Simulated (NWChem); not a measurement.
# CHBr₂F; SMILES C(Br)(F)Br

```xyz
5

F      1.8734    -0.1998     0.0000
C      0.6885     0.4300     0.0000
Br    -0.3095    -0.0227    -1.6209
Br    -0.3095    -0.0227     1.6209
H      0.8253     1.5274     0.0000
```
Atoms are numbered in this order, from 1.

Results from NWChem. Pople sets run with spherical d functions. STO-3G and 3-21G are far too small for this property and stand as cheap habits. The geometry was optimised at PBE-D3(BJ)/def2-SVP. Field at 589 nm.

| level | isotropic polarisability (bohr³) | anisotropy (bohr³) |
|---|---|---|
| B3LYP/STO-3G | 19.1 | 23.4 |
| B3LYP/6-31G* | 44.7 | 30.9 |
| B3LYP/def2-SVP | 43.6 | 29.4 |
| B3LYP/def2-SVPD | 62.2 | 29.4 |
| B3LYP/aug-cc-pVDZ | (withheld) | (withheld) |

Problem. Some entries are withheld; supply them.

Solution. 
- B3LYP/aug-cc-pVDZ, isotropic polarisability (bohr³): 60.4
- B3LYP/aug-cc-pVDZ, anisotropy (bohr³): 30.3
